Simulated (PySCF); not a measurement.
Simulation results for AlBGeH3O

Calculation on a computer-drawn molecule: optimised geometry and harmonic frequencies of an isolated molecule of the commonest isotopes, restricted reference for singlets and unrestricted otherwise, frozen core in MP2; on germanium a core potential holds 10 electrons, which the energies leave out, and 3d is frozen in MP2 and coupled-cluster steps. Program: PySCF 2.14.0.

```json
{"formula": "AlBGeH3O", "start_structure": {"atoms_angstrom": [["O", 1.3751, 0.7971, 3.3921], ["Al", 1.2072, 0.5911, 1.8253], ["B", 0.8385, 0.5137, -0.2514], ["Ge", -0.7877, 0.9896, -1.3739], ["H", 1.7226, 0.131, -0.9323], ["H", -1.8934, -0.0071, -1.6244], ["H", -1.1581, 2.2895, -1.9703]]}, "given": {"charge": 1, "multiplicity": 1, "method": "HF", "basis": "cc-pV(D+d)Z", "basis_and_core_potential_on_germanium": "cc-pVDZ-PP ECP10MDF", "drawn_bonds_atom": [1, 2, 3, 3, 4, 4], "drawn_bonds_other_atom": [2, 3, 4, 5, 6, 7], "drawn_bonds_order": [2, 1, 1, 1, 1, 1]}, "results": {"optimised_atom_element": ["O", "Al", "B", "Ge", "H", "H", "H"], "optimised_atom_x [angstrom]": [1.123, 1.243, 0.9544, -0.8085, 1.808, -1.927, -1.088], "optimised_atom_y [angstrom]": [0.8563, 0.6259, 0.4642, 0.9612, 0.07578, -0.04076, 2.362], "optimised_atom_z [angstrom]": [3.331, 1.787, -0.3484, -1.3, -1.087, -1.509, -1.809], "modes_frequency [cm^-1]": [53.77, 129.8, 199.2, 237.3, 394.2, 414.0, 627.3, 647.0, 684.4, 884.4, 948.5, 1221, 2305, 2327, 2766], "modes_reduced_mass [dalton]": [11.96, 2.686, 12.98, 1.37, 1.036, 4.253, 1.294, 3.303, 1.495, 1.194, 1.075, 18.97, 1.015, 1.026, 1.09], "rotational_constants [GHz]": [16.55, 1.0, 0.9548], "total_energy [hartree]": -636.2292, "convergence_status_largest_gradient_component [hartree/bohr]": 2.491e-05}}
```
